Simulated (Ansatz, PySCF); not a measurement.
Energy difference R1 + R2 → 2 P1, each structure at its B3LYP-D3(BJ)/def2-TZVP stationary point, reached from a drawn start (curvature not checked).
R1: Cl2 (SMILES ClCl), charge 0, multiplicity 1.
R2: I2 (SMILES II), charge 0, multiplicity 1.
P1: ClI (SMILES ClI), charge 0, multiplicity 1.

P less R. No zero-point or thermal terms; no spin–orbit coupling.

Correlated levels freeze the cores. In cc and def2 sets filled d and f shells under p-block atoms count as core.

The values were computed with Ansatz (Gaussian basis) for Hartree–Fock, density functionals and correlated methods; PySCF for the D3/D4 terms. Each number belongs to the level named beside it. Elements past Kr take the def2 small-core potentials, without spin–orbit coupling.

| level | reaction energy (meV) |
|---|---|
| HF/def2-TZVPP | -244.5 |
| PBE-D3(BJ)/def2-TZVPP | -214.4 |
| BLYP-D3(BJ)/def2-TZVPP | -255.2 |
| revPBE-D4/def2-TZVPP | -224.1 |
| r2SCAN/def2-TZVPP | -228.8 |
| PBE0-D3(BJ)/def2-TZVPP | -202.6 |
| PBE0-D4/def2-TZVPP | -202.8 |
| BHLYP-D4/def2-TZVPP | ___ |
| MP2/def2-SVP | ___ |

Question: Complete the blanks.

Answer: 
- BHLYP-D4/def2-TZVPP, reaction energy (meV): -230.8
- MP2/def2-SVP, reaction energy (meV): -165.6

Ansatz is a program for electronic structure.
